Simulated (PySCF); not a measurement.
Zn(OH)(NH2) (H₃NOZn), SMILES [NH2][Zn][OH].

Geometry optimised at B3LYP-D3(BJ)/def2-TZVP. The values are those of a single conformer.

Computed with PySCF 2.14.0 with B3LYP-D3(BJ)/def2-TZVP.

Frequencies are harmonic and unscaled.

```csv
mode,ν (cm⁻¹),IR (km/mol),moving atoms (share of kinetic energy)
1,163,5.7,"O 31 %, Zn 28 %, H 27 %, N 15 %"
2,168,7.0,"Zn 32 %, O 28 %, N 26 %, H 14 %"
3,194,26.9,H 92 %
4,468,129.2,"H 69 %, N 29 %"
5,597,15.6,"O 47 %, N 36 %, H 16 %"
6,727,127.0,"O 34 %, Zn 30 %, N 25 %, H 10 %"
7,774,43.4,H 89 %
8,788,24.1,"H 88 %, N 10 %"
9,1567,13.3,"H 92 %, N 8 %"
10,3515,7.0,H 96 %
11,3601,11.0,"H 92 %, N 8 %"
12,3847,47.1,H 94 %
```
